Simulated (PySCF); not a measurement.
## Frontier orbitals and the lowest excitations

Compound: CH₈N₂Si.
Structure used (GFN2-xTB), in Å, numbered top down from 1:
```
atom  x, y, z in Å
C1     1.646   -0.010    0.142
N2     0.717   -0.826   -0.623
N3    -0.506   -0.175   -0.917
Si4   -1.664    0.348    0.250
H5     1.247    0.318    1.110
H6     1.893    0.872   -0.449
H7     2.552   -0.591    0.304
H8     0.485   -1.661   -0.089
H9    -0.400    0.349   -1.774
H10   -1.873   -0.818    1.110
H11   -2.817    0.712   -0.564
H12   -1.280    1.482    1.108
```

Computed with TDDFT wB97X-D/def2-SVPD, vertical, gas phase, core orbitals frozen in the response (PySCF 2.14.0, density-fitted response routines).

Kohn–Sham orbitals with the atoms that hold most of them (Löwdin shares over 4%, at most four atoms; ? is withheld):

| orbital | ε (eV) | atoms |
| --- | --- | --- |
| HOMO-3 | -11.82 | Si4 37%, H11 25%, H12 18%, N3 7% |
| HOMO-2 | -11.76 | Si4 38%, H10 32%, H12 8%, H11 8% |
| HOMO-1 | -9.42 | N3 37%, N2 27%, Si4 8%, C1 7% |
| HOMO | ? | ? |
| LUMO | 1.96 | ? |
| LUMO+1 | 2.44 | Si4 56%, H12 13%, H11 11%, H10 10% |
| LUMO+2 | 2.91 | Si4 33%, C1 17%, H12 8%, H7 7% |

(1) Which atoms hold the LUMO, and with what shares?

(2) Which atoms hold the HOMO, and with what shares?

(3) What is the HOMO energy, and the HOMO–LUMO gap?

Answers

(1) Si4 (bonded to N and 3 H) 35%; C1 (bonded to N and 3 H) 12%; H11 (bonded to Si) 8%; H10 (bonded to Si) 8%. By element: silicon 35%, hydrogen 16% or more, carbon 12%.

(2) N2 (bonded to C, N and H) 41%; N3 (bonded to N, Si and H) 32%; C1 (bonded to N and 3 H) 8%; Si4 (bonded to N and 3 H) 7%. By element: nitrogen 72%, carbon 8%, silicon 7%.

(3) ε(HOMO) = -8.27 eV; the gap is 10.23 eV (0.3761 hartree).

**Question.** How does S1 compare with the orbital gap of 10.23 eV?

**Answer.** S1 is at 5.77 eV (f = 0.0066), 4.47 eV below the gap, made of HOMO→LUMO (90%). 

Next come S2 at 6.59 eV (f 0.017), HOMO→LUMO+2 (48%), HOMO-1→LUMO (26%), HOMO→LUMO+1 (10%); S3 at 6.93 eV (f 0.0025), HOMO-1→LUMO (26%), HOMO→LUMO+2 (26%), HOMO→LUMO+3 (20%); S4 at 7.06 eV (f 0.050), HOMO→LUMO+1 (58%), HOMO-1→LUMO (32%); S5 at 7.32 eV (f 0.0035), HOMO→LUMO+5 (76%).

One conformer stands for the species.
